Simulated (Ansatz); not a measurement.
A structure relaxed at PBE-D4/def2-TZVPD in Ansatz, charge -1, doublet:

| atom | x (Å) | y (Å) | z (Å) |
| --- | --- | --- | --- |
| Li1 | -1.314 | -1.529 | 2.002 |
| Li2 | -2.480 | -0.301 | -0.335 |
| Li3 | -0.103 | -2.479 | -0.440 |
| Li4 | 1.488 | -0.853 | 1.847 |
| Li5 | 0.320 | 0.373 | -0.486 |
| Li6 | -0.889 | 1.325 | 1.951 |
| N7 | 1.229 | 1.430 | -1.875 |
| N8 | 1.749 | 2.035 | -2.665 |

Q: Give its formula and point group.

A: the cluster Li₆N₂⁻. Point group C4v (tolerance 0.1 Å).

Q: Summarise the bond lengths by kind (pairs closer than 1.2 times the sum of covalent radii, bridged metal pairs left out).

A: 8 × Li–Li 2.88 to 2.89 Å; 1 × Li–N 1.97 Å; 1 × N–N 1.12 Å.

The highest occupied level of the charge -1 doublet lies above zero (up to 0.31 eV). It is a level of α spin, whose loss leaves a singlet; that state wasn't run at this geometry and level. The electron is either unbound and held by the finite basis, or the level is raised by self-interaction error. The relaxation made no stability test and no search for a lower SCF solution. Another isomer (doublet) lies 0.55 eV lower at r2SCAN-D4/def2-TZVPD; other spin states weren't run for this one.
